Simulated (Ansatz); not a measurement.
TiFCl3 (TiCl3F): single points at one geometry.

```yaml
crystal:
  periodic: [false, false, false]
  atoms:
    - {symbol: Ti, position_ang: [0.000385, -0.000649, 0.080538]}
    - {symbol: F, position_ang: [0.008478, -0.014619, 1.813604]}
    - {symbol: Cl, position_ang: [2.054989, 0.010104, -0.640994]}
    - {symbol: Cl, position_ang: [-1.036210, 1.784770, -0.612191]}
    - {symbol: Cl, position_ang: [-1.027652, -1.779615, -0.640946]}
basis:
  gaussian: {orbitals: def2-SVP, initial_orbitals: start.molden}
hamiltonian: {xc: pbe0, dispersion: d4}
scf: {omitted_lower_state_checks: [starts]}
output: {orbitals: {seedname: orbitals}}
```

The file start.molden holds the orbitals of an earlier run on this structure, at another level or in another basis.

```sh
$ ansatz run in.yaml --threads 4 --pin off --events-out ev --progress --plain --max-ram 3916MiB
```

It prints (some lines left out):

```
Functional definition: PBE0
950 factors; integrals over basis functions are off by at most 1.3e-3 eV
mean field evaluation 1: about -63369.9219 eV, gradient 9.7e0 eV
mean field evaluation 2: about -63370.1301 eV, gradient 1.5e-1 eV
mean field evaluation 4: about -63370.2186 eV, gradient 5.5e-4 eV
mean field -63370.21858201 eV, -2328.8125790118 hartree, gradient 2.5e-5 eV, S^2 0.000000; 0 other end points of the search recorded, 0 dependent functions left out
reference -63370.21866164 eV, -2328.8125819384 hartree; 41, 41 occupied and 58, 58 virtual orbitals, 950 factors
Total energy: -63370.38448071 eV, -2328.8186756767 hartree
Checks for a lower state left out: starts
```

Hardware: 4 threads of Arm Neoverse V2 on a shared host. Wall time 1.6 s.

The first input with `gaussian: {orbitals: def2-TZVPD, initial_orbitals: start.molden}` (abridged; 4.9 s):

```
Functional definition: PBE0
mean field -63389.70567398 eV, -2329.5287164332 hartree, gradient 1.0e-5 eV, S^2 0.000000
Total energy: -63389.87155596 eV, -2329.5348124834 hartree
Checks for a lower state left out: starts
```

As the first input, with `gaussian: {orbitals: def2-TZVP, initial_orbitals: start.molden}`, `hamiltonian: {xc: {name: CAM-B3LYP}, dispersion: d4}` (abridged; 3.7 s):

```
Functional definition: CAM-B3LYP
mean field -63411.33540389 eV, -2330.3235943462 hartree, gradient 1.1e-5 eV, S^2 0.000000
Total energy: -63411.51016521 eV, -2330.3300167060 hartree
Checks for a lower state left out: starts
```

First input, but with `gaussian: {orbitals: def2-TZVP, initial_orbitals: start.molden}`, `hamiltonian: {xc: {name: r2SCANh}, dispersion: d4}` (abridged; 6.5 s):

```
Functional definition: r2SCANh
mean field -63405.48258963 eV, -2330.1085073894 hartree, gradient 6.0e-6 eV, S^2 0.000000
Total energy: -63405.53074452 eV, -2330.1102770488 hartree
Checks for a lower state left out: starts
```

Geometry: PBE-D4/def2-SVP.
